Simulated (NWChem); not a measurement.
# Sn cation, doublet

Program: NWChem. Spin-unrestricted. The open p shell is one determinant without spherical averaging. No stability test was run on the SCF state. def2 effective core potentials on Sn; no spin-orbit coupling. B3LYP is NWChem's, with the RPA form of VWN correlation.

Q: Order these by “highest occupied level (eV)”, lowest first: BP86/def2-TZVP; TPSSh/def2-TZVP; MPW1K/def2-TZVP; LC-BLYP (range parameter 0.33 per bohr)/def2-TZVP.

A: LC-BLYP (range parameter 0.33 per bohr)/def2-TZVP (-13.80), MPW1K/def2-TZVP (-12.38), TPSSh/def2-TZVP (-11.10), BP86/def2-TZVP (-10.73)
